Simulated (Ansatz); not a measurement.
```yaml
crystal:
  periodic: [false, false, false]
  atoms:
    - {symbol: F, position_ang: [0.705229, -0.812946, 1.717547]}
    - {symbol: P, position_ang: [0.442648, -0.598169, 0.209269]}
    - {symbol: F, position_ang: [-0.025461, -2.018959, -0.180899]}
    - {symbol: F, position_ang: [1.894549, -0.645344, -0.319638]}
    - {symbol: Ag, position_ang: [-0.860302, 1.161684, -0.406706]}
    - {symbol: Cl, position_ang: [-2.156664, 2.913745, -1.019582]}
basis:
  gaussian: {orbitals: def2-TZVPP}
magnetization: {spin_polarized: true, initial_magnetization: 2}
hamiltonian: {xc: {name: PBE0}, dispersion: rvv10}
```

```sh
$ ansatz run in.yaml --threads 4 --pin off --events-out ev --progress --plain --max-ram 10444MiB
```

(1) How does Ansatz answer? (Estimate.)

Results:

(1) The calculation gave: The input was rejected before any iteration.
```
Error: inconsistent input (hamiltonian.dispersion, hamiltonian.xc): `dispersion: rvv10` has no transferable b for PBE exchange — Sabatini et al. (2013) fitted b=6.3 to rPW86, and the PBE refits of Peng & Perdew (2017) are task-dependent (b=6.6 S22 / b=10.0 layered). Use `xc: {exchange: rpw86, correlation: pbe}` for the original rVV10 or `xc: r2scan` for the r²SCAN+rVV10 pairing
```
